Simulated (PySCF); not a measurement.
Worked example: oscillator strength and radiative lifetime

C₄H₆OSi, SMILES C1CC([SiH2]C=1)=O.

Coordinates come from a r2SCAN-D4/def2-SVP optimisation. This is a generated structure with no PubChem entry under its InChIKey; it may be hypothetical. The values are those of a single conformer.

TDA-PBE/def2-SVPD run with PySCF puts the first singlet state with f over 0.02 at 5.21 eV (vertical), with the transition dipole (0.470, 0.320, 0.000) in atomic units.

Problem. Find the oscillator strength, the wavelength and the radiative lifetime that this transition would have in vacuum if emission retraced absorption.

Solution. 
|μ|² = 0.3233 au, so |μ| = 1.45 D. ΔE = 5.21/27.211 = 0.1915 hartree. f = (2/3) ΔE |μ|² = 0.041 (the program prints 0.041).
λ = 1239.84/5.21 = 238 nm; ν = 42021 cm⁻¹.
Einstein's coefficient A = 0.6670 ν² f s⁻¹ (ν in cm⁻¹) = 4.9e7 s⁻¹, so τ = 1/A = 21 ns. This state is S4; the lower singlets have f = 0.001, 0.000, 0.006. The figure is the radiative limit of this one transition; relaxation, internal conversion, crossing to triplets and a medium change what is measured.
